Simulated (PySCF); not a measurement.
**Radial density of Co²⁺ (cobalt, charge +2)**

UHF, [Ar] 3d6 4s1, 4s spin antiparallel (an excited configuration). Calculation: PySCF 2.14, in x2c-TZVPPall with one added diffuse shell each of s, p, d, f type (7s6p5d3f1g, 80 functions); the spin-free X2C one-electron Hamiltonian (Gaussian nucleus).

```
r (bohr)  4πr²ρ (e/bohr)  4πr²(ρα − ρβ)
0.000956          0.2153        -0.0001
 0.00161          0.5438        -0.0003
 0.00270           1.360        -0.0007
 0.00455           3.285        -0.0017
 0.00765           7.445        -0.0038
  0.0129           15.15        -0.0073
  0.0217           25.79        -0.0110
  0.0364           32.68        -0.0086
  0.0613           28.45         0.0074
   0.103           26.92         0.0407
   0.173           36.73         0.2661
   0.292           22.66         1.4478
   0.490           15.51         3.6726
   0.825           15.95         3.8810
    1.39           4.026         1.1508
    2.33          0.7251        -0.3977
    3.92          0.1114        -0.1076
    6.60       0.0002299        -0.0002
    11.1       3.889e-05         0.0000
```

Densities and radii are taken from the X2C orbitals without a picture-change correction, which distorts them close to the nucleus.

With the s spin flipped the determinant is a mixture of two multiplicities, not a spectroscopic state.
